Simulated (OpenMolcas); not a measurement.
Ir4+.

| Quantity | Value |
| --- | --- |
| Program | OpenMolcas |
| Method | RASSCF |
| Basis | ANO-R2 [8s6p5d3f1g] |
| Scalar Hamiltonian | X2C, finite nucleus |
| Active space | 11 electrons in 8 orbitals (RAS1 5p, at most 2 holes; RAS2 5d) |
| State averaging | 2S+1 = 6 even, 1 root; 2S+1 = 4 even, 24 roots; 2S+1 = 2 even, 75 roots |
| Spin-orbit coupling | RASSI with atomic mean-field integrals over the reference wave functions, term energies averaged over their components |

Levels without dynamic correlation, in cm-1 above 5d5 6S 5/2:

```csv
Level,E
5d5 2I 11/2 [72 %],41778
5d5 4D 7/2 [66 %],35456
5d5 2S 1/2,61356
5d5 2D 3/2(2),67664
5d5 2G 9/2(2),76145
```

On this reference, MS-RASPT2, IPEA 0.25 Eh, imaginary shift 0.1 Eh (closed shells correlated: 5s) puts 5d5 2I 11/2 [72 %] at 37020 cm-1.

Task: Estimate the other levels at that method by one scale factor, and say how well it serves.

Result: The factor is 37020 / 41778 = 0.886. Scaled values beside those that MS-RASPT2 gives:
```
            Level  Scaled  MS-RASPT2  Miss (%)
5d5 4D 7/2 [66 %]   31414      31410         0
       5d5 2S 1/2   54361      55010      -1.2
    5d5 2D 3/2(2)   59950      61820      -3.0
    5d5 2G 9/2(2)   67464      68800      -1.9
```
For these levels the scaled values miss MS-RASPT2 by up to 3.0 %, as correlation changes each term by its own factor, spin-orbit parts do not scale and CASPT2 has its own spread within terms. This holds within one configuration; levels of others move differently, and the target method has errors of its own against measurement.

Term energies are means over components that CASPT2 splits; among the terms shown or strongly mixed into the levels shown the widest spread is 290 cm-1 (5d5 4G, MS-RASPT2). Active for correlation alone: 5p; no level in the range computed is led by a configuration that opens it, so any true level of that kind is missing. Without dynamic correlation excited terms often stand tens of per cent too high (terms of higher spin than the ground term too low), and those without a measured partner can miss by more than the paired ones (holds for RASSCF). Blocks of more than 70 roots (2S+1 = 2 even) ran without multistate coupling (holds for MS-RASPT2). Levels of configurations outside the active space are missing.

A share in square brackets marks a mixed level and gives the weight of the term that names it, the lowest over the columns. A number in round brackets counts repeated terms of one configuration in the order of the reference energies.
